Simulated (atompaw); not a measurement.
# Before and after: PAW (atompaw) potential for Sc

```json
{
 "Element": "Sc (Z = 21)",
 "Generator": "atompaw 4.2.0.5",
 "Type": "PAW",
 "Functional": "LDA (PW92)",
 "Relativity": "scalar-relativistic",
 "Frozen core": "[Ar]",
 "Valence charge": "3",
 "Reference configuration": "3d1 4s1.5 4p0 (charge +0.5)",
 "Partial waves": "4s (bound): rc 3.00 bohr; 4s channel at -0.2 Ry: rc 3.00 bohr; 4p (bound, empty): rc 3.00 bohr; 4p channel at 0.4 Ry: rc 3.00 bohr; 3d (bound): rc 1.30 bohr; 3d channel at 0.15 Ry: rc 3.00 bohr",
 "Local potential": "bessel scheme, radius 2.60 bohr",
 "Core correction": "smooth core density matched at 2.35 bohr",
 "Augmentation charge": "sinc compensation charge, radius 2.80 bohr; PAW radius 3.00 bohr; waves and projectors: custom polynom vanderbiltortho"
}
```

All-electron outer shells of the reference configuration (LDA (PW92), scalar-relativistic, ld1.x):

```json
{"shell": "3p", "level (eV)": "-36.92", "outermost node (bohr)": "0.39", "outermost maximum (bohr)": "0.97"}
{"shell": "4s", "level (eV)": "-7.03", "outermost node (bohr)": "1.33", "outermost maximum (bohr)": "2.98"}
{"shell": "3d", "level (eV)": "-6.66", "outermost node (bohr)": "–", "outermost maximum (bohr)": "1.10"}
{"shell": "4p", "level (eV)": "-3.89", "outermost node (bohr)": "1.48", "outermost maximum (bohr)": "3.74"}
```

Change: all radii scaled by about 1.11 (s 3.34, p 3.34, d 1.44 bohr); local potential bessel scheme, radius 2.90 bohr; augmentation sinc compensation charge, radius 3.12 bohr; PAW radius 3.34 bohr; waves and projectors: custom polynom vanderbiltortho; core correction smooth core density matched at 2.62 bohr.

Cutoffs: the cutoffs (Ry, on a coarse ladder) from which the occupation-weighted sum of valence levels, in a spherical-Bessel basis at the reference potential, stays within 10 and 1 mRy of its value at 400 Ry; they do not see the model core or the augmentation charge, which bear on the density cutoff.

What does the change do?

The potential gets softer (45 Ry and 55 Ry → 40 Ry and 50 Ry); neither file shows a bound ghost. A larger radius leaves more room for a smooth pseudo-wave, so fewer plane waves are needed.

| quantity | base | changed |
| --- | --- | --- |
| cutoff, loose | 45 Ry | 40 Ry |
| cutoff, tight | 55 Ry | 50 Ry |
| loose cutoff by channel (10 mRy a level) | s 6 Ry, d 45 Ry | s 6 Ry, d 40 Ry |
| bound ghosts | none | none |
| lowest overlap eigenvalue by channel | s 0.34, p 0.56, d 0.33 | s 0.27, p 0.50, d 0.41 |

 The cutoffs see the waves, projectors and local potential, not the compensation charge or the core.
